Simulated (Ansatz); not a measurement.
Consider the ligand exchange at the Si–C bond: `C[SiH]([SiH3])CF` + H₂Se → `C[SiH]([SiH3])[SeH]` + `CF`.

Isolated molecules relaxed with PBE0-D4/def2-TZVP in Ansatz; ΔE leaves out vibrations. CCSD(T)/CBS is the MP2 limit (def2-TZVPP, def2-QZVPP) plus CCSD(T) − MP2 in def2-TZVPP, frozen cores. This one scheme is used for every species. DFT in def2-TZVPP. B3LYP here is the variant with VWN-RPA as its local correlation; programs differ in this. For Se outer-core shells are correlated without core-valence functions, which leaves a few kJ/mol of doubt a bond. Scalar relativity is left out up to krypton. One conformer a species, not always the lowest.

`C[SiH]([SiH3])CF`:

```xyz
14

C     0.608   -0.733    1.620
Si    0.400   -0.369   -0.205
Si    0.438    1.932   -0.640
C    -1.240   -1.098   -0.831
F    -2.312   -0.478   -0.190
H     0.632   -1.811    1.801
H    -0.225   -0.310    2.185
H     1.534   -0.303    2.006
H     1.475   -1.036   -1.000
H    -0.587    2.642    0.171
H     1.774    2.498   -0.302
H     0.170    2.196   -2.081
H    -1.303   -2.173   -0.625
H    -1.362   -0.957   -1.910
```

H₂Se:

Z-matrix (Å, degrees):
```
Se
H 1 1.467
H 1 1.467 2 91.2
```

`C[SiH]([SiH3])[SeH]`:

```xyz
12

C     1.295   -1.219    0.632
Si    0.559    0.283   -0.207
Si   -1.630    0.726    0.484
Se    0.527   -0.204   -2.449
H     2.300   -1.419    0.254
H     1.364   -1.051    1.710
H     0.677   -2.102    0.461
H     1.420    1.475    0.037
H    -1.682    1.145    1.913
H    -2.463   -0.495    0.315
H    -2.206    1.817   -0.348
H    -0.163    1.043   -2.802
```

`CF`:

Z-matrix (Å, degrees):
```
C
F 1 1.376
H 1 1.092 2 109.1
H 1 1.092 2 109.1 3 -120.0
H 1 1.092 2 109.1 3 120.0
```

```tsv
level	ΔE (kcal/mol)	difference from CCSD(T)/CBS
PBE-D4	-19.9	1.3
r2SCAN-D4	-20.3	0.9
PBE0-D4	-20.9	0.3
B3LYP-D4	-20.0	1.2
ωB97X-V	-19.4	1.8
ωB97M-V	-19.4	1.8
B2PLYP	-20.2	1.0
PBE	-19.6	1.6
r2SCAN	-20.3	0.9
PBE0	-20.6	0.6
B3LYP	-19.3	1.9
HF/def2-TZVPP	-21.3	-0.1
MP2/def2-TZVPP	-22.2	-1.0
SCS-MP2/def2-TZVPP	-21.3	-0.1
CCSD/def2-TZVPP	-20.0	1.2
CCSD(T)/def2-TZVPP	-20.1	1.1
HF/def2-QZVPP	-21.3	-0.1
MP2/def2-QZVPP	-22.8	-1.6
SCS-MP2/def2-QZVPP	-21.9	-0.7
HF/CBS(def2)	-21.3	-0.1
MP2/CBS(def2)	-23.3	-2.1
CCSD/CBS(def2)	-21.2	0.0
CCSD(T)/CBS	-21.2	0
```

Largest T1 diagnostic among the species: 0.012.

From PBE to PBE0 (25 % exact exchange), in def2-TZVPP and without D4, ΔE moves by −1.0 kcal/mol. The D4 term adds −0.7 kcal/mol with B3LYP and −0.3 kcal/mol with PBE0; it sums over pairs of atoms, weighted by their polarisabilities, and B3LYP, whose exchange is more repulsive, gets the larger term.
